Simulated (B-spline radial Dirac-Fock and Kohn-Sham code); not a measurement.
## Satellites and hypersatellites of the K lines of Ti⁺

System: Ti⁺, configuration [Ar] 3d1 4s2 (not the ground configuration).

Calculated with an atomic code on a B-spline grid, using multi-electron Dirac-Fock with separately optimised hole states, Breit and Lamb-shift corrections added in first order. Each two-hole energy is an average over J within one jj subconfiguration, not an observable level; in light atoms, where LS coupling holds, the j-resolved values are not observed lines, and for a K spectator the Kα1 hypersatellite is nearly forbidden. Electron correlation is not included.

Lines without a spectator: Kα2 (K-L2) 4503.0 eV, Kα1 (K-L3) 4508.6 eV, Kβ3 (K-M2) 4932.6 eV, Kβ1 (K-M3) 4933.3 eV. Shifts in eV with one spectator hole (a dash: not computed, or left out as unreliable):

| spectator hole | Kα2 | Kα1 | Kβ3 | Kβ1 |
| --- | --- | --- | --- | --- |
| L2 (2p1/2) | +19.15 | +23.61 | – | +58.3 |
| L3 (2p3/2) | +22.44 | +21.32 | +57.1 | – |
| M2 (3p1/2) | – | +1.37 | +5.08 | +6.37 |
| M3 (3p3/2) | +1.27 | – | +6.16 | +5.80 |

Question: Where does the K-L3 hypersatellite lie, emitted when both K electrons are missing?

Answer: +228.1 eV from the normal line, at 4736.7 eV. Removing both K electrons costs 10292.0 eV, which is 307.5 eV more than twice the K binding energy. In light atoms the observed hypersatellite is the ¹S₀ → ¹P₁ component, which lies below this average, and the triplet component is nearly forbidden.

With n spectator holes in 2p, averaged over the 2p shell (energies in eV):

```csv
n,KαLⁿ,step,hypersatellite KαʰLⁿ
0,4506.7,–,4734.4
1,4528.8,+22.1,4757.8
2,4552.2,+23.4,4782.5
3,4576.8,+24.7,4808.5
4,4602.8,+26.0,4835.8
5,4630.1,+27.3,4864.3
```
